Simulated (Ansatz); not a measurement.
Cl₂Sc (SMILES [Cl][Sc][Cl]), doublet, geometry from GFN2-xTB (such geometries of metal compounds can be far from the true shape) (the multiplicity is a formal guess). Base run: R2SCAN/6-31G* (Ansatz, a quantum-chemistry and plane-wave program).

Input for Ansatz:
Ansatz 0.2 input:
```yaml
crystal:
  periodic: [false, false, false]
  atoms:
    - {symbol: Sc, position_ang: [0.00000000, 0.00000000, 0.00000000]}
    - {symbol: Cl, position_ang: [-0.00000000, -0.00000000, -2.22844952]}
    - {symbol: Cl, position_ang: [0.00000000, 0.00000000, 2.22844952]}
basis:
  gaussian:
    orbitals: 6-31G*
hamiltonian:
  xc: r2scan
magnetization: {spin_polarized: true, initial_magnetization: 1}
```

Variants of this job, named by their change:

| change | E (Eh) | <S^2> | core-seconds (rough) |
|---|---|---|---|
| base | -1681.05414 | 0.753 | 70 |
| functional = blyp | -1681.15501 | 0.751 | 40 |
| functional = revpbe | -1680.87217 | 0.752 | 40 |
| functional = b3lyp | -1681.19303 | 0.752 | 20 |
| functional = blyp; dispersion = d3bj | -1681.16092 | 0.751 | 40 |
| functional = B97M-V | -1680.71848 | 0.752 | 200 |
| functional = pbe | -1680.54506 | 0.752 | 50 |
| functional = pbe0 | -1680.65492 | 0.752 | 30 |
| functional = wB97X-V | -1680.89715 | 0.751 | 200 |
| functional = wB97X | -1681.13303 | 0.751 | 70 |
| functional = blyp; dispersion = d4 | -1681.15959 | 0.751 | 40 |
| functional = b3lyp5 | -1680.98055 | 0.752 | 20 |
| functional = hse06 | -1680.63133 | 0.752 | 30 |

Total energies compare only within one method and basis.
